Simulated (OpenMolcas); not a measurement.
**3d ions of charge +5 along the row**

```json
{
  "Program": "OpenMolcas",
  "Method": "SS-CASPT2, IPEA 0.25 Eh, imaginary shift 0.1 Eh",
  "Basis": "ANO-RCC-VQZP",
  "Scalar Hamiltonian": "DKH2, point nucleus",
  "Spin-orbit coupling": "state interaction with AMFI integrals over the reference wave functions, term energies averaged over their components"
}
```

Active space: the 3d shell; CASPT2 also correlates the outermost closed s and p core shells.

B and C come from two terms' centres of gravity (d2, d8: 3P = 15B, 1G = 12B + 2C; d3, d7: 4P = 15B, 2G = 4B + 3C; d4, d6: 3G = 9B + 4C, 3H = 4B + 4C; d5: 4D = 17B + 5C, 4G = 10B + 5C, above the ground term), where all their levels are at least 80 % pure. ζ = ±2S·A comes from the whole width of the ground multiplet by E(J) = (A/2) J(J+1), where its levels are at least 85 % pure. Energies in cm-1.

```tsv
Ion	Configuration	Lowest level	Weight (%)	B	B measured	C	C measured	ζ	ζ measured
Mn5+	3d²	³F₂	100	1217	1159	5296	5322	473	477
Fe5+	3d³	⁴F_3/2	100	1260	1205	5014	5007	593	572
Co5+	3d⁴	⁵D₀	100	1181	1131	5837	5809	757	713
Ni5+	3d⁵	⁶S_5/2	100	1244		6128			
Cu5+	3d⁶	⁵D₄	100	1460	1457	6070	5971	1040	1093
```

Measured columns use the levels in Corliss and Sugar, J. Phys. Chem. Ref. Data 6, 1253 (1977) (Mn5+); Corliss and Sugar, J. Phys. Chem. Ref. Data 11, 135 (1982) (Fe5+); Sugar and Corliss, J. Phys. Chem. Ref. Data 10, 1097 (1981) (Co5+); Sugar and Musgrove, J. Phys. Chem. Ref. Data 19, 527 (1990) (Cu5+).

The computed B goes from 1217 (Mn5+) to 1460 cm-1 (Cu5+), a factor of 1.20, though not at every step. It departs from the measured column by 0 to +5 %. The Trees term is left out, which lowers the B read from the levels of every ion, most for d4 to d6. The pair of terms that fixes B changes along the row, so steps between ions also reflect that choice.

The computed ζ goes from 473 (Mn5+) to 1040 cm-1 (Cu5+), a factor of 2.20, rising at every step. It departs from the measured column by -5 to +6 %.

Term energies are means over components that CASPT2 splits; among the low terms the widest spread is 920 cm-1 (3d³ ²H, Fe5+). The CASPT2 spread within a term exceeds the gap to the next term for 3d³ ²P and 3d³ ²D(1), 3d³ ²D(1) and 3d³ ²H, so the order of their levels is uncertain, and so are names and mixing where such terms share a J (figures for Fe5+; the like holds for Co5+). Computed and measured levels are paired by configuration, term and J; levels that our copy of the source lacks, or whose pairing is in doubt (as where it misses far off the trend of its configuration), stay unpaired and out of the deviations. Only configurations of the active space appear.

A number in round brackets counts repeated terms of one configuration in the order of the reference energies.
